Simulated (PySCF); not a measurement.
C₃H₉NSi₂, SMILES [SiH3][C@@H]1N=C(C)[SiH2]1.

Geometry: r2SCAN-D4/def2-SVP. The structure was generated by enumeration; whether it is a known compound was not checked.

These are TDA-PBE/def2-SVPD in PySCF 2.14.0 values and carry that method's errors.

Vertical excitations. 

| state | energy (eV) | λ (nm) | f | main pairs |
|---|---|---|---|---|
| S1 | 4.14 | 299 | 0.001 | HOMO→LUMO 99 % |
| S2 | 4.58 | 270 | 0.001 | HOMO→LUMO+1 99 % |
| S3 | 5.41 | 229 | 0.015 | HOMO→LUMO+2 91 % |
| S4 | 5.41 | 229 | 0.019 | HOMO−2→LUMO 47 %, HOMO−1→LUMO 42 %, HOMO→LUMO+2 8 % |
| S5 | 5.76 | 215 | 0.025 | HOMO→LUMO+3 92 % |
| S6 | 5.88 | 211 | 0.020 | HOMO−1→LUMO+1 88 % |
| S7 | 5.94 | 209 | 0.057 | HOMO−2→LUMO 36 %, HOMO−1→LUMO 31 %, HOMO−4→LUMO 12 %, HOMO→LUMO+4 6 % |
| S8 | 6.05 | 205 | 0.025 | HOMO→LUMO+4 91 % |
| S9 | 6.19 | 200 | 0.007 | HOMO→LUMO+5 94 % |
| S10 | 6.29 | 197 | 0.024 | HOMO→LUMO+6 91 % |
| T1 | 3.33 | 372 | 0 | HOMO→LUMO 99 % |
| T2 | 4.27 | 290 | 0 | HOMO−1→LUMO 89 % |
| T3 | 4.41 | 281 | 0 | HOMO→LUMO+1 99 % |
| T4 | 5.22 | 238 | 0 | HOMO−2→LUMO 90 % |
Triplets are in the Tamm–Dancoff approximation.
